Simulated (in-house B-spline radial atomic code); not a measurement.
The numbers below are computed, except where a source is named.
## C6 from the polarisability at imaginary frequency: Ga IV (Ga3+)

B97-1 linear response of the closed shell [Ar] 3d10, from a B-spline radial code for spherical atoms; scalar-relativistic (spin-free one-electron X2C), finite nucleus, no spin-orbit coupling.

The dispersion coefficient of two like species is C6 = (3/π) ∫ α(iu)² du from 0 to ∞.

```csv
u (hartree),α(iu) (bohr³)
0,1.422
0.24,1.386
0.56,1.26
0.96,1.071
1.6,0.825
2.4,0.6177
3.6,0.4274
5.6,0.2609
8,0.1639
12,0.09075
20,0.04001
40,0.01218
```

Q: Fit one oscillator, α(iu) = α(0)/(1 + u²/ω²), through u = 3.6 and estimate C6.

A: From α(0)/α(iu) − 1 = 1.422/0.4274 − 1 = 2.3271, ω = u/√2.3271 = 2.3599 hartree (64.2 eV). London's formula gives C6 = (3/4) α(0)² ω = 0.75 × 1.422² × 2.3599 = 3.579 hartree·bohr⁶, and the oscillator holds f = α(0) ω² = 7.92 electrons, of a sum of oscillator strengths of 27.8.

Q: How does that compare with the full integral?

A: The program's quadrature over all excitations gives C6 = 3.173, so the single oscillator is off by +12.8 %. At the last point the fit gives α = 0.00493 against 0.0122: higher excitations, and deeper shells where there are any, keep the true curve higher at large u.
